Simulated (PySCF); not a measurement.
B3LYP has the VWN-RPA correlation part, as in Gaussian. Delta-SCF ions had no search for a lower state. Excitations are Tamm–Dancoff values on a coarser integration grid. The basis has no diffuse functions, so Rydberg states are missing or too high.

Cartesian coordinates (Å):
SMILES: [OH][Ga]([OH])[OH]
```xyz
7

O     -0.1112     1.5952     0.0164
Ga     0.1499    -0.1790     0.0017
O     -1.1481    -1.4030    -0.0139
O      1.8240    -0.7762     0.0028
H     -1.0316     1.8746     0.0180
H     -2.0382    -1.0386    -0.0185
H      2.4709    -0.0631     0.0128
```
Charge 0, multiplicity 1.

Q: Predict the total energy, vertical ionisation energy (Delta-SCF), S1 excitation (TDA), HOMO and dipole moment from PySCF with B3LYP-D3(BJ)/def2-TZVP.

A: 
total energy: -58574.74 eV
vertical ionisation energy (Delta-SCF): 11.15 eV
S1 excitation (TDA): 5.95 eV
HOMO: -8.62 eV
dipole moment: 2.72 D
